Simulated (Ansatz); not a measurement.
A nudged elastic band was laid between two geometries of FGeH3 (5 atoms, charge 0, multiplicity 1).

Theory: RKS CAM-B3LYP/def2-SVP in Ansatz 0.2.0.

```yaml
movable_images: 5
climbing_image: yes
spring: 5.0 eV/Å²
optimiser: quadratic models (default)
start_path: through a guess of the saddle point
force_threshold: 0.05 eV/Å
iteration_limit: 60
end_points: relaxed
```

First end point:

```xyz
5
Properties=species:S:1:pos:R:3
Ge 0.182 0.000 0.211
H 0.195 0.000 1.743
F 1.845 0.000 -0.301
H -0.453 1.271 -0.361
H -0.453 -1.271 -0.361
```

Last end point:

```xyz
5
Properties=species:S:1:pos:R:3
Ge -0.754 0.000 0.241
H 1.534 0.000 1.636
F 1.519 0.000 0.705
H -0.491 1.144 -0.826
H -0.491 -1.144 -0.826
```

Question: Which bonds break or form, and what moves?

Answer: Bonds broken: Ge1–H2, Ge1–F3. Bonds formed: H2–F3. FGeH3 becomes FH + GeH2.

Question: Give the energies along the band, and the barrier.

Answer: The run converged. The highest image is number 3 of 0 to 6, 2.79 eV above the first end and 0.78 eV above the last; the last end lies 2.01 eV above the first. Neighbouring images differ by up to 1.3 eV, so the band resolves the path poorly. A vibrational analysis at the climbing image gives one clearly imaginary mode, 1370i cm⁻¹: a first-order saddle point. The orbitals stay closed-shell, which can raise the energy where a bond breaks towards radicals; this wasn't checked here.

| image | path coordinate (Å) | energy (eV) | Ge1–H2 (Å) | Ge1–F3 (Å) | H2–F3 (Å) |
| --- | --- | --- | --- | --- | --- |
| 0 | 0.00 | 0.00 | 1.53 | 1.74 | 2.63 |
| 1 | 0.43 | 0.38 | 1.52 | 1.75 | 2.21 |
| 2 | 0.86 | 1.68 | 1.52 | 1.83 | 1.73 |
| 3 | 1.29 | 2.79 | 1.64 | 2.01 | 1.26 |
| 4 | 1.62 | 2.30 | 1.91 | 2.19 | 0.99 |
| 5 | 1.94 | 2.07 | 2.30 | 2.30 | 0.94 |
| 6 | 2.27 | 2.01 | 2.68 | 2.32 | 0.93 |

Question: What is the geometry of the highest image?

Answer: 
```xyz
5
Properties=species:S:1:pos:R:3:forces:R:3
Ge -0.258 0.000 0.315 -0.01 0.00 0.00
H 0.983 0.000 1.385 0.00 0.00 0.00
F 1.755 0.000 0.391 0.01 0.00 0.00
H -0.582 1.221 -0.580 0.00 0.00 0.00
H -0.582 -1.221 -0.580 0.00 0.00 0.00
```

The band took 7 iterations and roughly 70 core-seconds.

Time of the run: 42 s on 2 threads of Arm Neoverse V1, with other jobs on the host, peak memory 0.13 GiB.
